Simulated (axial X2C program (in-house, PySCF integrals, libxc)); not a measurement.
AlW along the bond: TPSS, with spin–orbit coupling

Calculated with an axial X2C code built on PySCF integrals. Two-component (2c) means X2C with spin–orbit coupling and atomic mean-field two-electron Coulomb and Gaunt terms. Basis: W dyall-cv3z [13s14p9d7f4g], Al dyall-v3z [8s8p2d1f] (cores contracted in-house); Gaussian nuclei, density fitting, unrestricted open shells. Masses: W 183.951 u, Al 26.982 u.

State: Ω = 5/2 (⟨Sz⟩ = 2.46, ⟨Lz⟩ = 0.04 at TPSS). Dipoles are positive if Al is the positive end.

```json
{"R (Å)": "2.468", "μ (D)": "-1.029", "HOMO (eV)": "-4.14", "LUMO (eV)": "-3.27"}
{"R (Å)": "2.547", "μ (D)": "-0.923", "HOMO (eV)": "-4.15", "LUMO (eV)": "-3.15"}
{"R (Å)": "2.626", "μ (D)": "-0.797", "HOMO (eV)": "-4.16", "LUMO (eV)": "-3.05"}
{"R (Å)": "2.718", "μ (D)": "-0.625", "HOMO (eV)": "-4.16", "LUMO (eV)": "-2.94"}
{"R (Å)": "2.810", "μ (D)": "-0.433", "HOMO (eV)": "-4.11", "LUMO (eV)": "-2.86"}
{"R (Å)": "2.928", "μ (D)": "-0.159", "HOMO (eV)": "-4.01", "LUMO (eV)": "-2.79"}
```

(1) The minimum lies at 2.626 Å. What is the dipole moment there, and its slope?

Occupations by symmetry block were frozen at the best pattern of an incomplete PBE0 search. Density functionals use the spin component along the axis (collinear). With several unpaired electrons one determinant need not be a pure state. This is the top spin component of a Σ state; components of lower Ω are not single determinants and can lie lower.

## Answers

(1) At TPSS, 2c, with the sign and origin stated: μ = -0.80 D, dμ/dR = 1.73 D/Å.
